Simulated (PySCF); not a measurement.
An unknown is described by computed data only.

Elements present: C, H, N, O and Si. Monoisotopic mass: 105.0066 u.

| Property | Result |
| --- | --- |
| 13C NMR | chemical shifts (computed TMS as zero) by class: 168.4 (1 C) ppm [GIAO B97-2/pcSseg-2] |
| Valence photoelectron | vertical ionisation energy: 9.91 eV [ΔSCF wB97X-D/def2-SVPD] |
| UV, strongest line | among the 10 lowest singlet transitions: S4 at 7.37 eV (168 nm, f = 0.143) [TDDFT wB97X-D/def2-SVPD] |
| NMR, other nuclei | isotropic shieldings of nuclei other than C and H, by class: 143 (1 N), -96 (1 O), 406 (1 Si), 451 (1 Si) ppm [GIAO B97-2/pcSseg-2] |
| UV, first state | lowest singlet excitation: 5.64 eV (220 nm, f = 0.002) [TDDFT wB97X-D/def2-SVPD] |
| Rotational structure | rotational constants A, B, C: 4.045, 2.519, 1.612 GHz [PBE0-D3(BJ)/def2-SVP] |
| 1H NMR | chemical shifts (computed TMS as zero) by class: 8.42 (1 H), 4.56 (2 H), 4.33 (1 H), 3.89 (3 H) ppm [GIAO B97-2/pcSseg-2] |
| XPS | Si2p3/2 106.4, Si2p3/2 107.1, C1s 294.0, N1s 405.6, O1s 537.4, Si1s 1846.1, Si1s 1846.9 eV [ΔSCF SCAN, pcX-2 on the ionised atom, pcseg-1 elsewhere, spin-free X2C, 2p3/2 from a spin–orbit splitting computed afterwards within the 2p shell] |
| Dipole | 3.39 D [wB97X-D/def2-SVPD] |
| Triplet | lowest triplet excitation (Tamm–Dancoff): 5.20 eV [TDA wB97X-D/def2-SVPD] |

Gas-phase values; electronic properties from PySCF, density fitting. Levels stand in brackets. One conformer (not necessarily the lowest) at the PBE0-D3(BJ)/def2-SVP geometry, without solvent, vibrations or thermal averaging. NMR values are class means; diastereotopic atoms form classes of their own.

Task: Which formula fits the mass and the elements?

Result: CH7NOSi2 (calculated 105.0066). No other formula that holds each of these elements comes within 0.0003 u with a fitting electron parity and a possible valence count.

Task: What is the compound? Reason from the data.

Result: Numbering: `[O:1]=[CH:2][NH:3][SiH2:4][SiH3:5]`. Its formula, CH7NOSi2, gives 1 degree of unsaturation: 0 rings and 1 π bond in the structure found. The one carbon: amide carbonyl carbon [C2] (168.4 ppm). Hydrogen classes from least to most shielded: 1 H on an amide carbonyl carbon, C2 (8.42 ppm), 2 H on an SiH2 silicon, Si4 (4.56 ppm), 1 H on an amide nitrogen, N3 (4.33 ppm), 3 H on an SiH3 silicon, Si5 (3.89 ppm). The other shieldings belong to: 143 ppm, amide nitrogen [N3]; -96 ppm, amide oxygen [O1]; 406 ppm, SiH2 silicon [Si4]; 451 ppm, SiH3 silicon [Si5]. The core levels belong to: Si2p3/2 106.4 eV, SiH3 silicon [Si5]; Si2p3/2 107.1 eV, SiH2 silicon [Si4]; C1s 294.0 eV, amide carbonyl carbon [C2]; N1s 405.6 eV, amide nitrogen [N3]; O1s 537.4 eV, amide oxygen [O1]; Si1s 1846.1 eV, SiH3 silicon [Si5]; Si1s 1846.9 eV, SiH2 silicon [Si4]. The first electron is taken from the HOMO, whose largest Löwdin shares are 0.49 on the amide oxygen, 0.12 on the SiH3 silicon, 0.10 on the SiH2 silicon and 0.09 on the amide carbonyl carbon. The optimised geometry has point group Cs and is an asymmetric top. Structure: `O=CN[SiH2][SiH3]`. Computed isomers that give other values at the same levels: `C=N[SiH2]O[SiH3]` (rotational constant A: 6.688 GHz; this holds for the one conformer computed); `NC(=O)[SiH2][SiH3]` (core binding energies: Si2p3/2 106.5, Si2p3/2 106.6, C1s 293.3, N1s 406.1, O1s 537.0, Si1s 1846.2, Si1s 1846.3 eV). The assignments are read from this structure; whether some other isomer fits the data as well wasn't checked.

Conformer computed: `[O:1]=[CH:2][NH:3][SiH2:4][SiH3:5]`: O1–C2–N3–Si4 0°, C2–N3–Si4–Si5 0°.
